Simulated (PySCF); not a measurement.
B3LYP has the VWN-RPA correlation part, as in Gaussian. 

```xyz
8

B      2.5740    -0.3047     0.3086
B      1.1055     0.1279     0.1668
B     -0.3798     0.5630     0.0222
B     -1.7684    -0.2882     0.2219
H      3.6955    -0.6276     0.4143
H     -0.6114     1.7068    -0.2881
H     -2.3284    -0.3241     1.2770
H     -2.2872    -0.8531    -0.6944
```

Charge 0, multiplicity 1.

Q: Give the Mulliken and meta-Löwdin atomic charges from B3LYP-D3(BJ)/def2-TZVP (PySCF 2.14.0).

A: 
```
atom  Mulliken (e)  meta-Löwdin (e)
----  ------------  ---------------
B1            0.17             0.07
B2           -0.26            -0.05
B3            0.00            -0.19
B4           -0.05            -0.03
H5            0.08             0.06
H6            0.03             0.09
H7            0.01             0.03
H8            0.01             0.03
```
